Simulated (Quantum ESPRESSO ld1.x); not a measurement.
Task: These are the eigenvalues of the occupied orbitals of an atom or ion with whole-number occupations (eV). Calculated with ld1.x of Quantum ESPRESSO 7.5: non-relativistic Kohn-Sham, LDA (Slater exchange, Perdew-Zunger correlation), spin-polarised, spherical densities, point nucleus.

1s down: -41161.6
1s up: -41161.6
2s up: -6522.79
2s down: -6522.79
2p down: -6188.40
2p up: -6188.39
3s up: -1480.91
3s down: -1480.83
3p up: -1334.61
3p down: -1334.53
3d up: -1061.04
3d down: -1060.99
4s up: -353.915
4s down: -353.825
4p up: -297.949
4p down: -297.862
4d up: -198.724
4d down: -198.641
5s up: -92.4881
5s down: -92.1602
5p up: -74.8075
5p down: -74.3656
5f up: -22.2730

Which element is it, and in what charge state? The configuration may be excited. Open shells, if any, are filled with parallel spins first.

Result: Z = 60, neodymium, charge +4: Nd4+ in [Xe] 5f2. The list shows which subshells hold electrons but not how many an open one holds; the 1s level, -1512.7 hartree, gives Z - s = 55.0 by -(Z - s)^2/2, which with screening narrows Z to a few neighbours, and the depths of the outer levels then fix element, charge and occupations together.
